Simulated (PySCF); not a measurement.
dibromo-chloro-fluoromethane (CBr₂ClF), SMILES FC(Cl)(Br)Br.

Geometry: TPSSh-D3(BJ)/def2-SVP.

These are r2SCAN/def2-TZVP (PySCF) values and carry that method's errors.

Gas-phase values at a fixed geometry.

```yaml
total_energy: -5746.39233 hartree
point_group: Cs
highest_occupied_level: -7.49 eV
lowest_empty_level: -3.03 eV
orbital_gap: 4.46 eV
dipole_moment: 0.27 D
quadrupole, principal values (traceless, Buckingham form, about the centre of nuclear charge): -2.36, 0.81, 1.55 D·Å
mean_static_polarisability: 65.0 bohr³ (9.63 Å³)
polarisability_principal_values: 49.3, 68.7, 76.9 bohr³
```
